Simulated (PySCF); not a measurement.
Cartesian coordinates (Å):
```xyz
11

W      0.1467    -0.1599    -0.1527
F      1.0799    -1.7855     0.0582
F     -1.2897    -0.7999     0.8877
F      1.2590     0.3450    -1.5893
F     -0.4703     1.6117     0.0342
N     -1.0483    -0.7204    -1.6403
H     -1.9764    -1.1463    -1.5169
H     -0.8226    -0.6271    -2.6395
N      1.3420     0.3944     1.3371
H      1.3408     1.3263     1.7725
H      2.0437    -0.2120     1.7819
```
Charge 0, multiplicity 1.

Question: What is the computed total energy, charge on the central atom (Mulliken), LUMO, HOMO and dipole moment (PBE-D3(BJ)/def2-TZVP // BP86-D3(BJ)/def2-SVP (PySCF 2.14.0))?

Answer: 
| Item | Result |
|---|---|
| total energy | -15739.94 eV |
| charge on the central atom (Mulliken) | 1.36 e |
| LUMO | -3.83 eV |
| HOMO | -7.17 eV |
| dipole moment | 0.02 D |
